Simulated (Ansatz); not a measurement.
The same path of C₃H₁₁NSi (16 atoms, charge 0, multiplicity 1) was run twice with different band settings. The coordinate that changes most is the dihedral N4–C3–Si5–H16.

All numbers below come from RHF/def2-SVP in Ansatz.

Relaxed end points:

```xyz
16
Properties=species:S:1:pos:R:3
C -0.128 1.913 -0.557
C 0.650 0.864 0.232
C 0.352 -0.591 -0.151
N 1.233 -1.469 0.615
Si -1.440 -1.132 0.231
H 0.194 2.918 -0.280
H 0.028 1.800 -1.632
H -1.203 1.854 -0.372
H 0.476 0.993 1.303
H 1.722 1.038 0.081
H 0.509 -0.686 -1.237
H 1.147 -2.428 0.332
H 2.198 -1.212 0.493
H -1.519 -2.612 0.136
H -2.404 -0.561 -0.743
H -1.837 -0.711 1.595
```

```xyz
16
Properties=species:S:1:pos:R:3
C 0.005 1.982 0.239
C 0.767 0.674 0.430
C 0.263 -0.501 -0.419
N 1.139 -1.648 -0.201
Si -1.510 -1.060 0.023
H 0.470 2.783 0.817
H -0.001 2.291 -0.809
H -1.034 1.907 0.567
H 0.755 0.382 1.483
H 1.820 0.843 0.178
H 0.259 -0.171 -1.471
H 0.908 -2.418 -0.802
H 2.099 -1.411 -0.384
H -1.672 -1.184 1.491
H -1.761 -2.382 -0.607
H -2.529 -0.110 -0.490
```

Common settings: movable images 9; climbing image yes; spring 5.0 eV/Å²; optimiser quadratic models (default); start path IDPP; force threshold 0.03 eV/Å; end points relaxed.

| run | iteration limit |
| --- | --- |
| 1 | 60 |
| 2 | 10 |

(1) What does each run give, and how far can it be trusted?

Results:

(1) Run 1: converged after 6 iterations, highest image 0.114 eV above the first end. A vibrational analysis at the climbing image gives one clearly imaginary mode, 148i cm⁻¹: a first-order saddle point.
Run 2: converged after 6 iterations, highest image 0.114 eV above the first end. Another band between the same ends (9 images) ends at a top of the same energy, where a vibrational analysis finds 1 clearly imaginary mode.
